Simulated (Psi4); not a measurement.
Interaction energy of C2H3N ··· H3O+ (SMILES CC#N and [OH3+]) (charge +1), singlet. Monomers: optimised at B3LYP-D3(BJ) (def2-TZVP), held rigid. Orientation: lowest of the rigid-body minima from ten starts at GFN2-xTB. The monomers approach along the line of their centres of mass (distance R); nothing else relaxes.

Levels: PBE/def2-TZVP, counterpoise-corrected (Psi4); PBE-D3(BJ)/def2-TZVP, counterpoise-corrected (Psi4); SAPT0/jun-cc-pVDZ, frozen core (Psi4).

Interaction energies in kJ/mol; the last columns give the difference from SAPT0:

| R / Å | PBE/def2-TZVP | PBE-D3(BJ)/def2-TZVP | SAPT0/jun-cc-pVDZ | PBE/def2-TZVP − SAPT0/jun-cc-pVDZ | PBE-D3(BJ)/def2-TZVP − SAPT0/jun-cc-pVDZ |
|---|---|---|---|---|---|
| 3.74 | -169.84 | -173.03 | -166.33 | -3.50 | -6.70 |
| 3.96 | -165.84 | -168.69 | -159.35 | -6.49 | -9.34 |
| 4.13 | -152.51 | -155.06 | -145.82 | -6.70 | -9.25 |
| 4.44 | -124.11 | -126.13 | -119.31 | -4.80 | -6.82 |
| 4.76 | -98.59 | -100.13 | -96.17 | -2.43 | -3.97 |
| 5.27 | -69.89 | -70.84 | -69.93 | 0.04 | -0.91 |
| 5.90 | -48.87 | -49.34 | -50.37 | 1.50 | 1.03 |
| 6.93 | -31.13 | -31.28 | -33.05 | 1.92 | 1.77 |
| 8.22 | -20.49 | -20.54 | -21.93 | 1.43 | 1.39 |

PBE/def2-TZVP is furthest from SAPT0/jun-cc-pVDZ at 4.13 (-6.70 kJ/mol, below); its mean absolute difference over the points is 3.20 kJ/mol.

PBE-D3(BJ)/def2-TZVP is furthest from SAPT0/jun-cc-pVDZ at 3.96 (-9.34 kJ/mol, below); its mean absolute difference over the points is 4.57 kJ/mol.
